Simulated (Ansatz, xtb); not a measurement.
## Two isomers of C2H9NOSi3

Structure a is `CO[SiH]([SiH3])[SiH2]C#N`, a singlet and structure b is `CO[SiH](C#N)[SiH2][SiH3]`, a singlet. Both are isolated molecules in the gas phase, relaxed with r2SCAN-D4/def2-SVP; each stands in its lowest conformer found.

Question: Which of the two would you expect CCSD(T)/def2-SVP + ΔMP2/def2-TZVPP electronic energies to favour?

Answer: Structure b; the calculation gives E(b) − E(a) = −4.2 kcal/mol.

The same difference at several levels:

| level | geometry | E(b) − E(a) (kcal/mol) | departure from the last row (kcal/mol) | job, with rough time for the two |
| --- | --- | --- | --- | --- |
| r2SCAN-D4/def2-SVP | r2SCAN-D4/def2-SVP | −4.9 | −0.6 | optimisation, 3.9 min |
| HF/def2-SVP | r2SCAN-D4/def2-SVP | −4.7 | −0.5 | part of the CCSD(T) run |
| MP2/def2-SVP | r2SCAN-D4/def2-SVP | −5.6 | −1.4 | part of the CCSD(T) run |
| CCSD(T)/def2-SVP | r2SCAN-D4/def2-SVP | −5.2 | −1.0 | single point |
| CCSD(T)/def2-SVP + ΔMP2/def2-TZVPP | r2SCAN-D4/def2-SVP | −4.2 |  | single point, 2.3 min |

As drawn, both hold the same kinds of bond in the same numbers.

None of the levels shown reverses the order. The largest departure from CCSD(T)/def2-SVP + ΔMP2/def2-TZVPP is that of MP2/def2-SVP, 1.4 kcal/mol. Levels run at GFN2-xTB geometries aren't shown. The last row adds to CCSD(T) the change of the MP2 difference between the two basis sets, here +1.0 kcal/mol.

With thermal terms from frequencies at re-optimised GFN2-xTB minima (ideal gas, soft modes damped towards free rotors, one conformer each, 298.15 K, 1 atm): the zero-point term adds +0.1 kcal/mol; ΔH is −4.1 and ΔG −4.3 kcal/mol.

The correlated steps freeze 19 core orbitals. Run with Ansatz 0.2.0, xtb 6.7.1; the last row on 2 threads of Intel(R) Xeon(R) Platinum 8259CL CPU @ 2.50GHz (Skylake/Cascade Lake) on a shared host.
